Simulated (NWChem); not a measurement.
Total energies of HFSi

```xyz
3

Si    -0.4560     0.4037     0.0000
H      0.5537     1.5754     0.0000
F      0.6478    -0.8030     0.0000
```
Charge 0, spin multiplicity 1.

The numbers come from NWChem runs, not from measurements. All single points use one geometry, from PBE0/def2-SVP, a minimum by its harmonic frequencies.

Basis set: def2-QZVP (157 functions).

```csv
method,total energy (Ha),relative cost
RHF,-389.02230,1
MP2,-389.40795,under 3
B2PLYP,-389.83979,under 3
PBE,-389.75745,under 3
B3LYP,-390.02723,under 3
BHandHLYP,-389.96640,under 3
```

Total energies of different functionals aren't comparable as a measure of quality: only differences taken within one method are. Relative cost: rough, from shared machines, SCF included, RHF = 1.

The correlated methods keep 6 core orbitals frozen. B3LYP has NWChem's definition, with VWN1-RPA local correlation. The structure started from a generated list of species.
